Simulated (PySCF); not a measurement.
From one molecule to another.

First species: Chloromethane, CH₃Cl.
Structure used (GFN2-xTB), in Å, numbered top down from 1:
```xyz
5
CH3Cl angstrom
C     -0.1495   -0.0027   -0.0081
Cl     1.6266    0.0355    0.0473
H     -0.5206   -0.0611    1.0103
H     -0.4945    0.9069   -0.4896
H     -0.4534   -0.8758   -0.5770
```

Second species: C₃H₃FN₂S.
SMILES: `FCc1ncns1`

Levels: B3LYP/def2-SVPD for dipole moment, HOMO energy, LUMO energy, HOMO–LUMO gap, static isotropic polarisability and electronic spatial extent ⟨r²⟩ about the centre of nuclear charge; TDDFT B3LYP/def2-SVPD for lowest singlet excitation; TDA B3LYP/def2-SVPD for lowest triplet excitation (Tamm–Dancoff); GFN2-xTB for rotational constant A and rotational constant C. Geometries: GFN2-xTB. Each species is one conformer at its optimised geometry, gas phase, non-relativistic unless stated. Electronic properties by PySCF.

Dipoles, sizes and rotational constants follow the conformer. The torsions of the flexible species, by atom-mapped SMILES:
- `[F:1][CH2:2][c:3]1[n:4][cH:5][n:6][s:7]1`: F1–C2–C3–N4 180°

Task: Which has the higher HOMO–LUMO gap?

Result: The first: 8.36 eV against 6.16 eV, a difference of 2.20 eV.

Task: Which has the higher ⟨r²⟩?

Result: The second: 795 bohr² against 131 bohr², a difference of 664 bohr².

Task: Which of the two has the higher S1 energy, and by how much?

Result: The first: 7.16 eV against 5.17 eV, a difference of 1.99 eV.

Task: Which has the higher rotational constant C?

Result: The first: 13.409 GHz against 1.374 GHz, a difference of 12.035 GHz.

Task: Which has the higher LUMO energy?

Result: The first: 0.09 eV against -1.74 eV, a difference of 1.83 eV.

Task: Which has the higher T1 energy?

Result: The first: 6.53 eV against 4.02 eV, a difference of 2.51 eV.

Task: Which of the two has the higher static isotropic polarisability, and by how much?

Result: The second: 64.9 au against 29.2 au, a difference of 35.7 au.

Task: Which has the higher HOMO energy?

Result: The second: -7.90 eV against -8.27 eV, a difference of 0.37 eV.

On the first: The 8 singlets span 7.16 to 9.19 eV, and their oscillator strengths add up to 0.18. S1 lies 1.20 eV below the HOMO–LUMO gap.

On the second: The dipole matches unit charges of opposite sign 0.30 Å apart (1 e·Å = 4.8032 D). The 8 singlets span 5.17 to 7.11 eV, and their oscillator strengths add up to 0.17.
